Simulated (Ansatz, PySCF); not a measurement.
The PySCF input:
```python
from pyscf import gto, scf, cc

mol = gto.Mole()
mol.atom = '''
    Al   -0.855922    1.614035    1.172263
    C    -2.884066    1.744809    1.238651
    H    -3.344572    0.872866    1.710662
    H    -3.329378    1.847849    0.245586
    H    -3.171159    2.622975    1.821002
    O     0.009935    0.450993    0.327011
    Si    0.767371   -0.730011   -0.524376
    O     0.592605   -2.150064    0.233932
    O     2.344548   -0.388112   -0.655968
    O     0.128881   -0.842499   -2.008105
    H    -0.264083   -2.565484    0.221800
    H     2.884467   -0.427051    0.127570
    H     0.305172   -0.144860   -2.631644
'''
mol.basis = 'sto-3g'
mol.charge = 0
mol.spin = 1
mol.verbose = 4
mol.build()

mf = scf.UHF(mol)
mf.kernel()

mycc = cc.CCSD(mf, frozen=15)
mycc.kernel()
et = mycc.ccsd_t()
print('E(CCSD(T)) = %.10f' % (mycc.e_tot + et))
```

Task: Give the equivalent Ansatz (a first-principles code) input.

Result: This is not unique; one that fits is 
Ansatz 0.2 input:
```yaml
crystal:
  periodic: [false, false, false]
  atoms:
    - {symbol: Al, position_ang: [-0.85592216, 1.61403498, 1.17226343]}
    - {symbol: C, position_ang: [-2.88406648, 1.74480945, 1.23865118]}
    - {symbol: H, position_ang: [-3.34457240, 0.87286602, 1.71066228]}
    - {symbol: H, position_ang: [-3.32937802, 1.84784851, 0.24558581]}
    - {symbol: H, position_ang: [-3.17115948, 2.62297550, 1.82100228]}
    - {symbol: O, position_ang: [0.00993492, 0.45099276, 0.32701131]}
    - {symbol: Si, position_ang: [0.76737054, -0.73001050, -0.52437645]}
    - {symbol: O, position_ang: [0.59260543, -2.15006435, 0.23393206]}
    - {symbol: O, position_ang: [2.34454825, -0.38811200, -0.65596802]}
    - {symbol: O, position_ang: [0.12888056, -0.84249895, -2.00810498]}
    - {symbol: H, position_ang: [-0.26408299, -2.56548399, 0.22179979]}
    - {symbol: H, position_ang: [2.88446748, -0.42705085, 0.12756985]}
    - {symbol: H, position_ang: [0.30517176, -0.14485963, -2.63164443]}
basis:
  gaussian:
    orbitals: STO-3G
magnetization: {spin_polarized: true, initial_magnetization: 1}
correlation: {method: ccsd_t, electrons: outside_noble_gas}
accuracy: high
```

Both were run: PySCF gave -861.262407 Eh and Ansatz -861.262407 Eh, 0.000 mEh apart.
